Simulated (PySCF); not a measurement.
## Relaxation of singlet H2OsO

All numbers come from PySCF, PBE0, basis Os def2-TZVP with ECP60, O def2-TZVP, H def2-TZVP (scalar-relativistic core potentials, no spin–orbit coupling, density fitting). A (50,194) grid was used.

A hand-made T-shaped (ligand arrangement 1) start, of Cs symmetry, held to at least that symmetry:

```xyz
4
charge 0 multiplicity 1, angstrom
Os    0.1240    0.0000   -0.0126
O    -1.6049    0.0000    0.0478
H     0.1240    0.0000    1.5974
H     1.7330    0.0000    0.0436
```

What does it relax to?

It ends at Cs with Os–H 1.546 Å, Os–H 1.669 Å, Os–O 1.670 Å; H–Os–H 56.9°, H–Os–O 82.0°, H–Os–O 138.9°. A frequency run shows 1 imaginary mode, down to 569i cm⁻¹, so it is a saddle point.

How much energy is released, and in how many steps?

74.7 kJ/mol in 20 steps.

Stability towards spin polarisation was not tested. At this level a triplet minimum of Cs symmetry lies 146 kJ/mol below this structure. Spin–orbit coupling, left out here, can matter for elements this heavy.
